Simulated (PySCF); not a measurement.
A side-by-side comparison of computed properties.

First species: Sn(vinyl)Me3, C₅H₁₂Sn.
Z-matrix (Å and degrees, PBE0-D3(BJ)/def2-SVP geometry), rows numbered from 1:
```
Sn
C   1  2.1494
C   2  1.3365  1  123.57
H   2  1.0983  1  118.52  3  -179.80
H   3  1.0971  2  122.39  1     0.20
H   3  1.0975  2  122.26  1  -179.81
C   1  2.1537  2  108.77  3  -179.61
H   7  1.0997  1  110.36  2   179.39
H   7  1.0998  1  110.56  2    59.31
H   7  1.0998  1  110.21  2   -60.76
C   1  2.1562  2  108.98  3    60.37
H  11  1.0994  1  110.23  2    59.47
H  11  1.0996  1  110.08  2   -60.21
H  11  1.0998  1  110.46  2   179.77
C   1  2.1552  2  109.34  3   -58.68
H  15  1.0998  1  109.94  2    59.51
H  15  1.0993  1  110.54  2   -60.30
H  15  1.0998  1  110.31  2   179.27
```

Second species: C₃H₁₀AsGa.
SMILES: `[CH]1([GaH2-][AsH3+])CC1`

Levels: B3LYP/def2-SVPD for HOMO energy, LUMO energy, HOMO–LUMO gap and static isotropic polarisability; TDDFT B3LYP/def2-SVPD for lowest singlet excitation; TDA B3LYP/def2-SVPD for lowest triplet excitation (Tamm–Dancoff). Geometries: PBE0-D3(BJ)/def2-SVP. All species are isolated and taken at one optimised geometry (atoms past krypton carry core potentials, spin–orbit coupling is left out). Electronic properties by PySCF.

Dipoles, sizes and rotational constants follow the conformer. The torsions of the flexible species, by atom-mapped SMILES:
- `[AsH3+:1][GaH2-:2][CH:3]1[CH2:4][CH2:5]1`: As1–Ga2–C3–C4 64°

(1) Which of the two has the higher S1 energy, and by how much?

(2) Which has the higher HOMO energy?

(3) Which has the higher T1 energy?

(4) Which has the higher LUMO energy?

(5) Which of the two has the higher HOMO–LUMO gap, and by how much?

(6) Which of the two has the higher static isotropic polarisability, and by how much?

Results:

(1) The first: 5.83 eV against 5.49 eV, a difference of 0.34 eV.

(2) The second: -6.97 eV against -7.17 eV, a difference of 0.20 eV.

(3) The second: 5.35 eV against 4.27 eV, a difference of 1.08 eV.

(4) The first: -0.46 eV against -0.67 eV, a difference of 0.21 eV.

(5) The first: 6.71 eV against 6.30 eV, a difference of 0.41 eV.

(6) The first: 104.6 au against 103.3 au, a difference of 1.3 au.

On the first: S1 lies 0.88 eV below the HOMO–LUMO gap; its leading configuration is HOMO−1→LUMO, weight 0.95. In wavenumbers S1 is 47000 cm⁻¹ (1 eV = 8065.54 cm⁻¹). Atoms past krypton carry effective core potentials; spin–orbit coupling is left out.

On the second: The principal polarisabilities are 87.7, 101.6 and 120.7 au; their mean is the isotropic value. The vertical singlet–triplet gap S1 − T1 is 0.14 eV (TDDFT singlet less Tamm–Dancoff triplet; S1: HOMO→LUMO, weight 0.98; T1: HOMO→LUMO, weight 0.93). Relativistic effects, spin–orbit coupling among them, are left out although an element past zinc is present.
